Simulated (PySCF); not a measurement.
I2Zn, SMILES [I][Zn][I] (connectivity only; charge and spin as stated), charge -1, multiplicity 2. Atoms are numbered in the order given.

```xyz
3

Zn     0.0000     0.0000    -1.0561
I      0.0000    -2.3488     0.2989
I      0.0000     2.3488     0.2989
```
Charge -1, spin multiplicity 2.

The structure is a stationary point at B3LYP-D3(BJ)/def2-SVPD. The multiplicity is an assumed one; other spin states were not compared. The isomer is the one that the SMILES or the coordinates give; other isomers of the formula were not compared. The def2 effective core potentials stand for the cores of I; spin–orbit coupling is left out.

The numbers are results of CAM-B3LYP/def2-TZVPD in PySCF, not measurements.

Mulliken values depend strongly on the basis, most of all with diffuse functions as here. ESP charges are fitted to the potential on shells at 1.4 to 2.0 van der Waals radii. Atomic charges (e):

| atom | ESP fit | Mulliken | Mulliken spin |
|---|---|---|---|
| Zn1 | ? | 0.05 | 0.71 |
| I2 | ? | -0.52 | 0.14 |
| I3 | ? | -0.52 | 0.14 |

What belongs in the gaps? (Estimate from the structure and the level; the computed values follow.)


- Zn1, ESP fit: 0.10
- I2, ESP fit: -0.55
- I3, ESP fit: -0.55
